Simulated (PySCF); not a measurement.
**[Pb(BH4)3]+ at several levels of theory**

Computed with PySCF 2.14.0 (density fitting, no spin-orbit coupling) at the geometry relaxed with TPSS:

```xyz
16
[Pb(BH4)3]+ (singlet)
Pb    0.6074    0.0000    0.0414
B    -0.1698    0.0000    2.3009
H    -1.5943    0.0000    2.5463
H     0.1084    1.0778    2.7384
H    -1.4927    0.0000    1.7248
H     0.1084   -1.0778    2.7384
B    -0.7539    0.0000   -2.0090
H    -0.3073    0.0000   -3.1326
H    -0.2110   -1.0862   -1.5392
H    -1.9138    0.0000   -1.6801
H    -0.2110    1.0862   -1.5392
B     3.0288    0.0000   -0.4306
H     3.6840    0.0000    0.5805
H     2.3147   -1.0922   -0.3812
H     3.4049    0.0000   -1.5778
H     2.3147    1.0922   -0.3812
```

```tsv
level	basis	state	HOMO (eV)	gap (eV)	charge on Pb1 (e)	dipole about the centre of mass (D)	largest force component (eV/Å)
TPSS	Pb def2-SVP with ECP60, B def2-SVP, H def2-SVP	singlet	-12.50	3.92	0.61	5.07	0.03
r2SCAN	the same	singlet	-12.63	4.11	0.62	4.89	0.24
TPSS	Pb def2-TZVP with ECP60, B def2-TZVP, H def2-TZVP	singlet	-12.49	3.90	0.67	5.05	0.37
TPSS	Pb x2c-SVPall, B x2c-SVPall, H x2c-SVPall	singlet	-12.51	3.91	0.64	5.08	0.39
```

Charges are Mulliken's, which hang on the basis. The relaxation used the grid (50, 194), these runs (75, 302) or, all-electron (x2c bases, spin-free X2C Hamiltonian), (99, 590).

Problem. A further run in the first row's basis gives HOMO (eV) -12.50, gap (eV) 3.92, charge on Pb1 (e) 0.86, dipole about the centre of mass (D) 4.88, largest force component (eV/Å) 0.51. Which level was it?
A. CAM-B3LYP
B. BLYP
C. M06-L

Solution. C. The others give HOMO -14.69 eV (CAM-B3LYP); -12.19 eV (BLYP).

In the first row's basis the gap widens with exact exchange: 3.6 to 4.1 eV for BLYP, M06-L, TPSS, r2SCAN (none); 7.7 eV for CAM-B3LYP (rising or full at long range).

On relaxing from the template, bonds within or between ligands changed, so the formula names the start rather than the bonding at the end. No frequency check is given that shows the relaxed geometry to be a minimum.
